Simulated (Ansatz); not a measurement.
CCl2, SMILES `Cl[C]Cl` (excited triplet) (charge 0, multiplicity 3). This triplet is an excited state, 0.90 eV above the relaxed singlet at the level composite: frozen-core CCSD(T) with HF/cc-pVQZ and the correlation energy extrapolated as X^-3 from cc-pVTZ and cc-pVQZ, plus CCSDT(Q) minus CCSD(T) in cc-pVDZ // PBE0-D3(BJ)/def2-TZVP (Ansatz, a first-principles code).

Z-matrix (Å, degrees):
```
C
Cl 1 1.6613
Cl 1 1.6613 2 128.73
```
Charge 0, spin multiplicity 3.

Frozen-core energies in cc-pVDZ from Ansatz at a geometry from PBE0-D3(BJ)/def2-TZVP; the HF reference has <S^2> = 2.02 and the T1 diagnostic is 0.019.

| level | energy (Ha) | difference from CCSDT(Q) (mHa) |
|---|---|---|
| HF | -956.76881 | 399.74 |
| MP2 | -957.12368 | 44.87 |
| CCSD | -957.15620 | 12.35 |
| CCSD(T) | -957.16669 | 1.86 |
| CCSDT | -957.16767 | 0.88 |
| CCSDT(Q) | -957.16855 | 0.00 |
